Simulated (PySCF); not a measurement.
# Radial density of Ta (tantalum, neutral)

UHF, [Xe] 4f14 5d5, high-spin 6S determinant (an excited configuration). Computed with PySCF 2.14 in ANO-RCC-VTZP (8s7p5d3f2g1h, 104 functions), with scalar relativity by spin-free X2C-1e.

| r (bohr) | 4πr²ρ (e/bohr) | 4πr²(ρα − ρβ) |
| --- | --- | --- |
| 0.0193 | 90.75 | -0.0056 |
| 0.0325 | 97.26 | -0.0093 |
| 0.0547 | 133.5 | 0.0249 |
| 0.0921 | 105.0 | 0.1338 |
| 0.155 | 121.5 | 0.0501 |
| 0.261 | 67.96 | -0.0495 |
| 0.438 | 73.71 | 0.1281 |
| 0.737 | 29.99 | -0.0641 |
| 1.24 | 12.32 | 1.7554 |
| 2.09 | 3.424 | 2.1365 |
| 3.51 | 0.7443 | 0.7293 |
| 5.90 | 0.06041 | 0.0604 |
| 9.92 | 0.0002297 | 0.0002 |

Densities and radii are taken from the X2C orbitals without a picture-change correction, which distorts them close to the nucleus.

Spin-orbit coupling, which splits the p, d and f shells strongly at this Z, is absent.

**Question.** Where is the radial spin density 4πr²(ρα − ρβ) most negative, and why is it negative at all?

**Answer.** Around r = 0.737 bohr, down to -0.0641 e/bohr: exchange with the open shell polarises the paired shells in an unrestricted calculation.
